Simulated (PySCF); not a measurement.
**J couplings in `[NH3+][GaH2-][F]`, FGaH5N**

Cartesian coordinates in Å; atom numbers follow the order of the lines, from 1:
```xyz
8

N     1.023    0.027    0.030
Ga   -1.099   -0.185    0.028
F    -1.281    1.399   -0.781
H     1.554   -0.735    0.451
H     1.336    0.140   -0.934
H     1.257    0.889    0.524
H    -1.432   -0.144    1.566
H    -1.303   -1.411   -0.938
```

Level of theory for the indirect couplings: PBE0/pcJ-1 (dyall-v2z on Ga), gas phase, Gaussian nuclear model, PBE0-D3(BJ)/def2-SVP geometry (PySCF integrals, density fitting).

Non-relativistic values:
| coupling | atoms | J (Hz) |
| --- | --- | --- |
| 1J(69Ga,15N) | Ga2 – N1 | 27.3 |
| 1J(69Ga,19F) | Ga2 – F3 | -888.2 |
| 1J(69Ga,1H) | Ga2 – H7/H8 | 834.7 |
| 2J(69Ga,1H) | Ga2 – H4/H5/H6 | -2.6 |

Q: What do two-component X2C with spin–orbit coupling give?

A: 
| coupling | atoms | with spin–orbit (Hz) |
| --- | --- | --- |
| 1J(69Ga,15N) | Ga2 – N1 | 33.8 |
| 1J(69Ga,19F) | Ga2 – F3 | -1004.5 |
| 1J(69Ga,1H) | Ga2 – H7/H8 | 946.7 |
| 2J(69Ga,1H) | Ga2 – H4/H5/H6 | -2.3 |

The largest listed coupling, 1J(69Ga,19F), ends at 1.13 times its non-relativistic value. Equivalent partners are averaged, as under fast rotation. In the static structure 2J(69Ga,1H) spreads over 2.8, -4.9, -4.8 Hz. Couplings to strongly quadrupolar nuclei (69Ga) are seldom resolved in solution.
